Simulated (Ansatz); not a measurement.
Relaxation of C2H8BFOSi (14 atoms, charge 0, multiplicity 1), to a largest force component of 0.015 eV/Å in at most 40 steps.

All numbers below come from Ansatz 0.2.0, RKS B3LYP-D4/6-31G*.

```xyz
14
Properties=species:S:1:pos:R:3
C 0.302 -2.479 0.066
B 0.899 -0.988 -0.022
O 0.687 -0.031 1.062
Si -0.568 0.947 0.649
C -1.250 1.929 2.059
F -1.836 0.042 -0.071
H -0.303 -2.536 0.996
H -0.381 -2.563 -0.822
H 1.060 -3.183 0.075
H 1.595 -0.701 -0.914
H -0.137 1.918 -0.457
H -0.470 2.537 2.492
H -2.153 2.582 1.708
H -1.629 1.191 2.802
```

Question: Where does it end, and by what steps?

Answer: It converged. The force dipped under the threshold on the way, but the program's further checks kept it going. After 26 steps the energy has fallen by 1.044 eV; F6 moved furthest, 1.33 Å.

```tsv
step	energy less start (eV)	largest force component (eV/Å)	accepted
0	0.0000	3.441	yes
1	-0.5352	1.279	yes
2	-0.7195	0.735	yes
3	-0.7966	0.470	yes
4	-0.8582	0.456	yes
5	-0.9210	0.406	yes
6	-0.9664	0.395	yes
7	-0.9788	1.124	yes
8	-1.0126	0.475	yes
9	-1.0037	0.378	no
10	-1.0311	0.143	yes
11	-1.0365	0.154	yes
12	-1.0391	0.068	yes
13	-1.0392	0.073	yes
14	-1.0338	0.343	no
15	-1.0359	0.208	no
16	-1.0399	0.089	yes
17	-1.0414	0.018	yes
18	-1.0418	0.125	yes
19	-1.0425	0.047	yes
20	-1.0430	0.007	yes
21	-1.0434	0.033	yes
22	-1.0433	0.084	no
23	-1.0436	0.022	yes
24	-1.0437	0.045	yes
25	-1.0438	0.023	yes
26	-1.0439	0.005	yes
```

```xyz
14
Properties=species:S:1:pos:R:3
C 0.619 -2.661 0.233
B 0.424 -1.143 -0.104
O -0.481 -0.390 0.590
Si -0.909 1.207 0.405
C -1.155 1.952 2.089
F -2.302 1.244 -0.407
H -0.003 -3.009 1.065
H 0.390 -3.272 -0.652
H 1.672 -2.871 0.466
H 1.064 -0.609 -0.975
H 0.111 1.901 -0.419
H -0.217 1.942 2.655
H -1.498 2.990 2.018
H -1.899 1.384 2.659
```

Whether the end is a true minimum wasn't checked by a vibrational analysis.

The run took 77 s on 2 threads of Intel(R) Xeon(R) Platinum 8375C CPU @ 2.90GHz (Ice Lake) (shared host), peak memory 0.27 GiB.
